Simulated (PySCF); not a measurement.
## C₆ coefficients of unlike pairs at PBE0

Calculated with PySCF 2.14 from the dipole response of each species, C₆(A,B) = (3/π) ∫ α_A(iu) α_B(iu) du, in atomic units, from isotropic polarisabilities. For ions this is the dispersion term alone; charge-induced terms of lower order in 1/R come first.

```csv
species,configuration,basis,relativity,α (bohr³),C₆ (like pair)
Al+,[Ne] 3s2 (1S),"aug-cc-pV(Q+d)Z with one added diffuse shell each of s, p, d, f, g type (8s7p6d4f3g)",none,24.82,127.3
Se(2+),[Ar] 3d10 4s2 4p2 (3P),"aug-cc-pVQZ-PP with one added diffuse shell each of s, p, d, f, g type with ECP10MDF (8s7p6d4f3g)",core potential,9.353,43.23
Ar+,[Ne] 3s2 3p5 (2P),dyall-av3z (19s12p3d2f),spin-free X2C,6.856,31.09
N+,[He] 2s2 2p2 (3P),"x2c-TZVPPall with one added diffuse shell each of s, p, d type (6s4p3d1f)",spin-free X2C,3.852,8.247
```

Task: Estimate C₆ for Ar+ with Al+.

Result: The integral gives 54.10. The combination rule 2 C_A C_B / (C_A α_B/α_A + C_B α_A/α_B) gives 53.58 and the geometric mean 62.91.

No spin-orbit coupling is included.

The other pairs:

```json
{"pair": "N+, Se(2+)", "C₆": "18.80"}
{"pair": "N+, Al+", "C₆": "28.72"}
{"pair": "Ar+, Se(2+)", "C₆": "36.33"}
{"pair": "N+, Ar+", "C₆": "15.98"}
{"pair": "Se(2+), Al+", "C₆": "67.93"}
```
